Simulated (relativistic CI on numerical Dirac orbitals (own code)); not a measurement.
**Cu XIII: sensitivity of the levels to the model**

Base calculation: Dirac-Coulomb-Breit CI, KLI orbitals optimised for each configuration, a model potential for QED, unscaled Slater integrals.

Configuration list (outside the closed core [Ne]): 3s2 3p5, 3s 3p6, 3s2 3p4 3d, 3s 3p5 3d, 3p6 3d, 3s 3p4 3d2, 3s2 3p4 4s, 3s2 3p3 3d 4p, 3s2 3p4 4p, 3p6 4s, 3p6 4p, 3s 3p4 3d 4s, 3s2 3p4 4d, 3s2 3p3 3d 4s, 3s2 3p2 3d2 4s, 3s 3p3 3d2 4s, 3s2 3p2 3d 4s2, 3s2 3p2 3d 4s 4p, 3s2 3p2 3d 4s 4d. Double excitations out of closed p, d and f shells are left out; levels of such configurations are missing from the list, as are those of other unlisted configurations, and high levels can miss mixing partners.

Variants: (1) non-relativistic limit. Shifts of the energy above 3s2 3p5 2P°_3/2, in cm⁻¹, for the lowest level and the first level of each name with at least 55 % of one term (blank where a level changes its place among those of its configuration and J or its character, or is not in the variant):

```csv
Level,Base,Δ(1)
3s2 3p5 2P°_3/2,0,0
3s2 3p5 2P°_1/2,28631,-28631
3s 3p6 2S_1/2,336748,-33576
3s2 3p4 3d 4D_5/2,463816,-18122
3s2 3p4 3d 4D_7/2,464754,-19059
3s2 3p4 3d 4D_3/2,465793,-20099
3s2 3p4 3d 4D_1/2,469049,-23354
3s2 3p4 3d 4F_9/2,500881,-12260
3s2 3p4 3d 2P_1/2,502987,-13573
3s2 3p4 3d 4F_7/2,509049,-20429
3s2 3p4 3d 2P_3/2,515649,
3s2 3p4 3d 4F_5/2,517209,-28588
3s2 3p4 3d 4P_1/2,519202,-14526
3s2 3p4 3d 4P_3/2,530965,
3s2 3p4 3d 2F_7/2,531764,-13456
3s2 3p4 3d 4P_5/2,532634,-27958
3s2 3p4 3d 2D_5/2,538145,-32293
3s2 3p4 3d 2G_7/2,549981,-27946
3s2 3p4 3d 2G_9/2,551522,-29487
3s2 3p4 3d 2F_5/2,552714,-34406
3s2 3p4 3d 2S_1/2,658885,-29130
3s 3p5 3d 4P°_1/2,877886,-40364
```

At this charge energies of transitions that change n are usually good to better than 1 %, and those within a shell (Δn = 0) to a few per cent.

Ionisation energy from the two ground configurations alone: base 399.24 eV. The NIST ASD value (semi-empirical) is 401 eV.

LS names give the leading component of a level, which can be under half, so a name can repeat, a term be missing and a line seem to break the LS rules.
